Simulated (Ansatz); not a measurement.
Geometry optimisation, RKS PBE0/def2-SVP (Ansatz 0.2.0).

The input (input.yaml):

```yaml
crystal:
  periodic: [false, false, false]
  atoms:
    - { symbol: C, position_ang: [-1.2256, -1.012, 0.7537] }
    - { symbol: B, position_ang: [-0.397, -0.1014, -0.2598] }
    - { symbol: C, position_ang: [1.0086, -0.602, -0.7459] }
    - { symbol: Al, position_ang: [2.4157, -0.4978, 0.7746] }
    - { symbol: Si, position_ang: [-1.0863, 1.5885, -0.928] }
    - { symbol: F, position_ang: [-0.045, 2.8545, -0.4547] }
    - { symbol: H, position_ang: [-0.7164, -1.9026, 1.0113] }
    - { symbol: H, position_ang: [-2.2015, -1.2039, 0.2523] }
    - { symbol: H, position_ang: [-1.4625, -0.3666, 1.7078] }
    - { symbol: H, position_ang: [0.9687, -1.6451, -1.0797] }
    - { symbol: H, position_ang: [1.4101, 0.0434, -1.5293] }
    - { symbol: H, position_ang: [3.03355, -1.92858, 1.21853] }
    - { symbol: H, position_ang: [3.47447, 0.6561, 0.59479] }
    - { symbol: H, position_ang: [-1.2114, 1.5616, -2.3591] }
    - { symbol: H, position_ang: [-2.421, 1.8188, -0.3298] }
basis:
  gaussian: { orbitals: def2-SVP }
hamiltonian:
  xc: pbe0
relax:
  f_tol: 0.015
  max_steps: 40
```

Launched with:

```bash
$ ansatz run input.yaml --threads 2 --pin off --max-ram 3072MiB --backend cpu --events-out ev --progress --plain --runs-dir out
```

**Question.** Where does it end, and by what steps?

**Answer.** It converged. After 28 steps the energy has fallen by 1.525 eV; H12 moved furthest, 2.78 Å. Joined: Al4–F6 (4.34 → 1.97 Å).

```csv
step,energy less start (eV),largest force component (eV/Å),accepted
0,0.0000,2.979,yes
1,-0.6395,1.118,yes
2,-0.7993,0.369,yes
3,-0.8218,0.180,yes
4,-0.8536,0.137,yes
5,-0.8742,0.178,yes
6,-0.8838,0.326,yes
7,-0.8987,0.178,yes
8,-0.9118,0.246,yes
9,-0.9037,0.586,no
10,-0.9242,0.127,yes
11,-0.9309,0.133,yes
12,-0.9417,0.102,yes
13,-0.9599,0.162,yes
14,-0.9875,0.211,yes
15,-1.0338,0.206,yes
16,-1.1076,0.260,yes
17,-1.2108,0.414,yes
18,-1.3190,0.585,yes
19,-1.4847,0.649,yes
20,-1.4576,0.656,no
21,-1.5177,0.186,yes
22,-1.5021,0.433,no
23,-1.5227,0.037,yes
24,-1.5234,0.030,yes
25,-1.5244,0.040,yes
26,-1.4754,0.911,no
27,-1.5246,0.035,yes
28,-1.5248,0.012,yes
```

```xyz
15
Properties=species:S:1:pos:R:3
C -1.341 -1.456 0.544
B -0.442 -0.509 -0.331
C 0.899 -0.834 -0.931
Al 1.983 0.403 0.320
Si -0.762 1.491 -0.527
F 0.913 1.943 -0.272
H -0.915 -2.462 0.670
H -2.329 -1.568 0.061
H -1.548 -1.032 1.541
H 1.267 -1.871 -0.902
H 1.238 -0.310 -1.841
H 1.656 0.393 1.882
H 3.447 0.690 -0.225
H -1.049 2.083 -1.867
H -1.472 2.302 0.505
```

Whether the end is a true minimum wasn't checked by a vibrational analysis.

Time of the run: 93 s on 2 threads of Intel(R) Xeon(R) 6975P-C (Granite Rapids), on a shared host, peak memory 0.41 GiB.
